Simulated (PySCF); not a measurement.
**Excitation energy of Pb⁺ by level of theory**

Pb⁺ [Xe] 4f14 5d10 6s2 6p1 (2P) → Pb⁺ [Xe] 4f14 5d10 6s1 6p2 (4P), as a difference of total energies. Calculation: PySCF 2.14, in x2c-TZVPPall; scalar relativity by spin-free X2C-1e. Correlated levels: valence: [Xe] 4f14 5d10 frozen; valence and next inner shell: [Kr] 4d10 4f14 frozen. The calculations carry no spin-orbit coupling.

```
                                method  excitation energy (eV)
                                   UHF                   6.041
                                   LDA                   8.372
                                   PBE                   8.087
                                  PBE0                   7.692
                                r2SCAN                   7.681
                                  BP86                   8.173
                                 B97-3                   8.007
                               wB97X-V                   7.821
                         MP2 (valence)                   6.593
                     SCS-MP2 (valence)                   6.801
    MP2 (valence and next inner shell)                   7.744
SCS-MP2 (valence and next inner shell)                   7.801
```

How much does correlation contribute at MP2 (valence and next inner shell)?

7.744 − (6.041) = 1.703 eV, measured against UHF.

Spin-orbit coupling is strong in these open shells (close to jj coupling). The scalar numbers leave it out and a first-order estimate fails, so it can dominate the gap to the real levels.
